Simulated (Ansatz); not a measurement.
Program: Ansatz. Geometries: PBE0-D4/def2-TZVP. ΔE: electronic, gas phase. CCSD(T)/CBS adds triple-zeta CCSD(T) − MP2 to the extrapolated MP2 energy (def2 sets, frozen cores). For Ge, Zn outer-core shells are correlated without core-valence functions, which leaves a few kJ/mol of doubt a bond. Scalar relativity is left out up to krypton. Each species was taken in one conformer, which may not be the lowest.

`[BH2][Zn][CH2]C` + `C=C[NH][GeH3]` → `BC(=C)[NH][GeH3]` + `C[CH2][ZnH]`  (formal exchange of groups at a B–Zn bond)

```tsv
species	CCSD/CBS(def2) energy (Eh)
`[BH2][Zn][CH2]C`	-1883.40015
`C=C[NH][GeH3]`	-2211.06879
`BC(=C)[NH][GeH3]`	-2236.44510
`C[CH2][ZnH]`	-1858.04213
```

Q: Work out ΔE.

A: ΔE = (-2236.44510) + (-1858.04213) − (-1883.40015) − (-2211.06879) = -0.01829 Eh = -48.0 kJ/mol. CCSD(T)/CBS gives -51.8 kJ/mol.

Largest T1 diagnostic among the species: 0.013.

In def2-TZVPP, CCSD(T) changes the Hartree–Fock value by −8.7 kJ/mol (the triples alone add −3.8 kJ/mol) and MP2 by −11.9 kJ/mol. The D4 term adds −8.0 kJ/mol with B3LYP and −4.2 kJ/mol with PBE0; it sums over pairs of atoms, weighted by their polarisabilities, and B3LYP, whose exchange is more repulsive, gets the larger term.

B3LYP here is the variant with VWN-RPA as its local correlation; programs differ in this.
